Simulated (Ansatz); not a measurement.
Species: C5H4O, SMILES `C#C/C=C1/CO1` (charge 0, multiplicity 1).

### Question
Give a relaxed geometry from PBE0-D3(BJ)/def2-TZVP in Ansatz (a quantum-chemistry and plane-wave program).

### Answer
the end point of this relaxation (outside a Z-matrix the atoms follow the SMILES, hydrogens last).
Cartesian coordinates (Å) in one orientation:
```xyz
10

C      2.798    -0.517     0.192
C      1.734     0.009    -0.003
C      0.498     0.651    -0.240
C     -0.676     0.072    -0.027
C     -2.099    -0.014     0.004
O     -1.177    -1.088     0.400
H      3.736    -0.988     0.366
H      0.496     1.668    -0.614
H     -2.654    -0.217    -0.907
H     -2.655     0.422     0.829
```
